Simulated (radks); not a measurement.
Values are calculated unless marked as measured or tabulated.
Excited configurations of Ba I: one electron is placed in a higher orbital outside [Xe] 6s1. The ground configuration is [Xe] 6s2. Level of theory: scalar-relativistic Kohn-Sham, PBE, spin-polarised, spherical densities, finite nucleus; open shells are filled with parallel spins first (spin-orbit coupling, left out, can overturn this in heavy ions); Fermi nuclear charge, rms radius 4.8378 fm (a radial shooting solver on a logarithmic mesh with Libxc functionals). Excitation = E - E(ground); binding = E(ion) - E, where the ion is the core of charge +1; n* = 1/sqrt(2 binding) in atomic units, and the quantum defect is n - n*.

outer orbital  excitation (eV)  binding (eV)     n*  quantum defect  eigenvalue (eV)  <r> (bohr)
5d                       0.922         4.283  1.782           3.218           -1.608       3.862
5f                       4.218         0.987  3.712           1.288           -0.470       16.22
6p                       1.620         3.586  1.948           4.052           -1.982       6.003
6d                       3.655         1.550  2.962           3.038           -0.788       11.45
7s                       3.110         2.095  2.548           4.452           -1.301       10.73
7p                       3.604         1.602  2.914           4.086           -0.978       13.34
7d                       4.215         0.990  3.707           3.293           -0.586       20.81

Estimate the row for 6f.

Answer. excitation (eV) 4.497; binding (eV) 0.709; n* 4.381; quantum defect 1.619; eigenvalue (eV) -0.400; <r> (bohr) 27.22. The Delta-SCF ionisation energy is 5.205 eV (NIST Atomic Spectra Database: 5.212 eV, measured). Self-interaction in the functional shifts the binding energies and quantum defects, so they are the method's values and not measured ones.
